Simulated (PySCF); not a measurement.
Electric field gradients and quadrupole coupling constants

Compound: C4H6F4O.
Geometry (GFN2-xTB, Å), atoms numbered from 1 in this order:
```
atom  x, y, z in Å
F1    -2.1350    0.4174   -1.5460
C2    -1.9858    0.4588   -0.1810
C3    -1.1657   -0.7356    0.2888
C4     0.2764   -0.6486   -0.1914
O5     0.9004    0.4528    0.5050
C6     2.1835    0.6169    0.2702
F7     2.4818    0.8336   -1.0244
F8     2.6336    1.6609    0.9539
F9     2.9397   -0.4417    0.6268
H10   -1.4853    1.4008    0.0582
H11   -2.9930    0.4422    0.2453
H12   -1.6058   -1.6528   -0.1042
H13   -1.1823   -0.7652    1.3776
H14    0.3145   -0.4612   -1.2697
H15    0.8187   -1.5704    0.0409
```

Field gradients from the PBE0/pcSseg-1 density (PySCF, non-relativistic), principal values in atomic units, ordered |Vxx| ≤ |Vyy| ≤ |Vzz|:

```tsv
atom	Vxx	Vyy	Vzz
O5	-0.0934	-1.7975	1.8909
```

Q: Find the asymmetry η = (Vxx − Vyy)/Vzz and the couplings χ = eQV/h (234.96 MHz × Q in barn × V in au), with Q(17O) = −0.0256 b.

A: 
```csv
atom,environment,nucleus,η,χzz (MHz),χxx (MHz),χyy (MHz)
O5,ether oxygen,17O,0.90,-11.37,0.56,10.81
```

At O5 η is above 0.9: Vyy and Vzz are nearly equal in size and opposite in sign, so a small change could swap them and flip the sign of χzz. 

Q: What is Vzz at O5 in SI units (1 au = 9.71736 × 10²¹ V/m²)?

A: 1.8909 au = 18.375 × 10²¹ V/m².

Q: What couplings would deuterons (Q(2H) = 0.00286 b) have in place of the hydrogens, at this geometry?

A: 
| atom | bonded to | bond length (Å) | Vzz (au) | η | χzz (kHz) |
| --- | --- | --- | --- | --- | --- |
| H10 | C2 | 1.093 | 0.2873 | 0.07 | 193 |
| H11 | C2 | 1.094 | 0.2905 | 0.08 | 195 |
| H12 | C3 | 1.091 | 0.3031 | 0.04 | 204 |
| H13 | C3 | 1.089 | 0.3050 | 0.04 | 205 |
| H14 | C4 | 1.095 | 0.2817 | 0.08 | 189 |
| H15 | C4 | 1.094 | 0.2858 | 0.09 | 192 |

The structure is a single GFN2-xTB conformer in the gas phase; no vibrational or solvent corrections. GFN2-xTB bond lengths can be off by several hundredths of an ångström, more for odd bonds, and the gradients follow them. With a basis this small, the couplings can be 20 % off.
